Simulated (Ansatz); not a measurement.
Cost and result for the atomization energy of `CC(C)[NH][Sn]([F])([F])[NH]C(C)C` (27 atoms, 26 bonds).

```xyz
27

C    -1.000   -0.167    2.162
C     0.515   -0.152    2.072
C     1.152   -0.236    3.448
N     0.955    1.081    1.426
Sn    0.110    1.807   -0.215
F     1.553    2.751   -1.060
F    -1.158    3.158    0.253
N    -0.950    0.685   -1.482
C    -0.304   -0.146   -2.496
C     0.854   -0.904   -1.874
C    -1.334   -1.097   -3.080
H    -1.346   -1.066    2.674
H    -1.462   -0.165    1.168
H    -1.355    0.707    2.714
H     0.829   -1.038    1.498
H     0.835    0.610    4.063
H     2.243   -0.216    3.378
H     0.866   -1.163    3.950
H     1.961    1.185    1.414
H    -1.731    1.208   -1.858
H     0.098    0.468   -3.316
H     1.636   -0.225   -1.514
H     0.506   -1.513   -1.035
H     1.322   -1.562   -2.607
H    -2.172   -0.547   -3.517
H    -0.892   -1.712   -3.867
H    -1.729   -1.753   -2.300
```

Total charge 0; spin multiplicity 1. Correlated methods include outer-core shells of Sn, which these sets cover unevenly. Sn takes the def2 core potential. The structure was optimised at the PBE0-D4/def2-TZVP level. It is one conformer, not always the lowest. Program: Ansatz. All runs use 11 threads of an AMD EPYC 7R13 on a shared host and a whole NVIDIA H100 80 GB. Times are those of one run each, without the atoms' runs, and a repeat can differ threefold. Electronic energies, without spin–orbit coupling; frozen cores. CCSD(T)/CBS adds CCSD(T) − MP2 in def2-TZVPP to the MP2 limit, and its time is that of the two runs behind it. T1 = 0.012. With those shells the extrapolation isn't a true limit. B3LYP takes the VWN-RPA correlation (the form of Gaussian; ORCA's B3LYP/G). HSE06 is the plane-wave form, built on full-range PBE exchange.

CCSD(T)/CBS is a level of theory with its own doubt, some kJ/mol a heavy atom from the limit and from the frozen cores, so smaller differences don't rank the functionals.

```json
{"level": "revPBE-D4/def2-TZVPP", "functions": "584", "wall time": "1.9 s"}
{"level": "PBE0-D4/def2-TZVPP", "functions": "584", "wall time": "2 s"}
{"level": "BLYP-D4/def2-TZVPP", "functions": "584", "wall time": "2.2 s"}
{"level": "HSE06-D4/def2-TZVPP", "functions": "584", "wall time": "2.2 s"}
{"level": "PBE-D4/def2-TZVPP (with forces)", "functions": "584", "wall time": "2.3 s"}
{"level": "CAM-B3LYP-D4/def2-TZVPP", "functions": "584", "wall time": "2.3 s"}
{"level": "r2SCAN-D4/def2-TZVPP (with forces)", "functions": "584", "wall time": "2.6 s"}
{"level": "B3LYP-D4/def2-TZVPP (with forces)", "functions": "584", "wall time": "2.6 s"}
{"level": "PBE-QIDH/def2-TZVPP", "functions": "584", "wall time": "3.2 s"}
{"level": "CCSD(T)/def2-SVP", "functions": "246", "wall time": "5.5 s"}
{"level": "MP2/def2-QZVPP", "functions": "1132", "wall time": "6.5 s"}
{"level": "CCSD(T)/def2-TZVPP", "functions": "584", "wall time": "88 s"}
{"level": "CCSD(T)/CBS(def2)", "functions": "–", "wall time": "95 s"}
```

Question: What atomization energy does each give, and how far from CCSD(T)/CBS? (Estimate.)

Answer: Computed: 
```tsv
level	atomization (kcal/mol)	difference from CCSD(T)/CBS	per bond
revPBE-D4/def2-TZVPP	2461.5	-16.5	-0.6
PBE0-D4/def2-TZVPP	2476.8	-1.2	0.0
BLYP-D4/def2-TZVPP	2467.2	-10.8	-0.4
HSE06-D4/def2-TZVPP	2478.0	0.0	0.0
PBE-D4/def2-TZVPP (with forces)	2522.2	44.2	1.7
CAM-B3LYP-D4/def2-TZVPP	2483.7	5.7	0.2
r2SCAN-D4/def2-TZVPP (with forces)	2469.2	-8.8	-0.3
B3LYP-D4/def2-TZVPP (with forces)	2469.1	-8.9	-0.3
PBE-QIDH/def2-TZVPP	2454.5	-23.5	-0.9
CCSD(T)/def2-SVP	2344.1	-133.9	-5.2
MP2/def2-QZVPP	2485.3	7.3	0.3
CCSD(T)/def2-TZVPP	2410.7	-67.3	-2.6
CCSD(T)/CBS(def2)	2478.0	0.0	0.0
```

In def2-TZVPP, CCSD(T) changes the Hartree–Fock value by +631.9 kcal/mol (the triples alone add +37.4 kcal/mol) and MP2 by +666.2 kcal/mol; breaking electron pairs costs correlation energy, which Hartree–Fock lacks. From r2SCAN to r2SCAN0 (25 % exact exchange), in def2-TZVPP and without D4, the atomization energy moves by −37.2 kcal/mol: exact exchange takes away binding that semilocal exchange gives to molecules. Leaving LDA and LC-ωPBE aside and taking each functional with its dispersion term where it has one, the values, not all of them listed here, spread over 124.4 kcal/mol, from BHLYP-D4 to PBE-D4. LDA lies +326.7 kcal/mol from PBE without D4, its usual overbinding.

Spin–orbit coupling would lower the free Sn atoms strongly, and the atomization energy with them, by more than many differences here. For some Ge, Se and Sn compounds the MP2-based and the directly extrapolated limit differ by 10 to 25 kJ/mol.
